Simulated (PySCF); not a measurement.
Zn(Cl)(NH2) (ClH₂NZn), SMILES [Cl][Zn][NH2]. Atoms are numbered in the order given.

```xyz
5

Zn    -0.3268    -0.0184     0.0000
Cl     1.7582     0.0114     0.0000
N     -2.1303     0.1267     0.0000
H     -2.5871    -0.2644    -0.8160
H     -2.5871    -0.2644     0.8160
```
Charge 0, spin multiplicity 1.

The structure is a stationary point at r2SCAN-D4/def2-TZVP. The values are those of a single conformer.

Method: r2SCAN-D4/def2-TZVP (PySCF 2.14.0).

Frequencies are harmonic and unscaled.

| mode | ν (cm⁻¹) | IR (km/mol) | moving atoms (share of kinetic energy) |
|---|---|---|---|
| 1 | 135 | 2.0 | Zn 36 %, N 26 %, H 23 %, Cl 16 % |
| 2 | 141 | 7.2 | Zn 39 %, N 34 %, Cl 16 %, H 10 % |
| 3 | 406 | 12.8 | Cl 65 %, N 17 %, Zn 16 % |
| 4 | 489 | 143.5 | H 73 %, N 21 % |
| 5 | 690 | 44.0 | N 57 %, Zn 26 %, H 16 % |
| 6 | 782 | 23.8 | H 88 %, N 10 % |
| 7 | 1559 | 12.1 | H 92 %, N 8 % |
| 8 | 3506 | 9.8 | H 96 % |
| 9 | 3598 | 13.1 | H 92 %, N 8 % |
